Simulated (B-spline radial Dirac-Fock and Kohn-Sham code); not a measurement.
**Ru⁵⁺: non-radiative channels of the M1 vacancy**

System: ruthenium as Ru⁵⁺, 1s2 2s2 2p6 3s2 3p6 3d10 4s2 4p6 4d3, inside a Watson sphere of charge -5 and radius 1.6 Å (a model of the Madelung potential; inside it an electron's potential energy is raised by 45.0 eV).

Input file task.json (cfg lists n, l and occupation; rrms is the nuclear radius in fm):

```json
{"items": [{
  "Z": 44,
  "q": 5,
  "cfg": [[1, 0, 2], [2, 0, 2], [2, 1, 6], [3, 0, 2], [3, 1, 6], [3, 2, 10], [4, 0, 2], [4, 1, 6], [4, 2, 3]],
  "A": 102,
  "rrms": 4.4809,
  "watson": [-5, 1.6],
  "do": ["binding", "quiet", "decay"],
  "holes": ["K", "L1", "L2", "L3", "M1", "M2", "M3", "M4", "M5", "N1", "N2", "N3"]
}]}
```

Command: `python xray_run.py task.json out`

Calculated with a B-spline atomic structure program, using a relativistic independent-particle model: LDA orbitals of the hole state, radiative multipoles to third order, Auger rates from the Coulomb interaction with a continuum orbital, Dirac-Fock energies. Kinetic energies are configuration averages from the vacuum level; the two-hole energies are estimated from single-hole states.

```tsv
transition	kinetic energy (eV)	width (meV)	share (%)
M1-M2N3	2.05	1390	18.0
M1-M3N2	20.51	1390	18.0
M1-M3N3	24.94	2220	28.7
M1-M2N4	51.85	214	2.8
M1-M2N5	52.31	284	3.7
M1-M3N4	74.34	228	3.0
M1-M3N5	74.89	352	4.6
M1-M4N1	165.1	406	5.3
M1-M5N1	169.3	598	7.7
M1-M4N2	200.8	73.4	1.0
M1-M4N3	204.7	62.3	0.8
M1-M5N3	209.0	153	2.0
M1-M5N4	258.6	29.3	0.4
M1-M5N5	259.3	49.0	0.6
M1-N1N2	414.5	37.2	0.5
M1-N1N3	418.4	70.7	0.9
```

Coster-Kronig rates are the weakest part of this model and often come out 1.5 to 2.5 times too large. Channels within a few eV of threshold rest on estimated energies and may be closed in reality. The listed channels hold 98 % of the non-radiative rate. Summed by principal shells, of 7.72 eV in all: MMN 97.4 %, MNN 2.6 %.
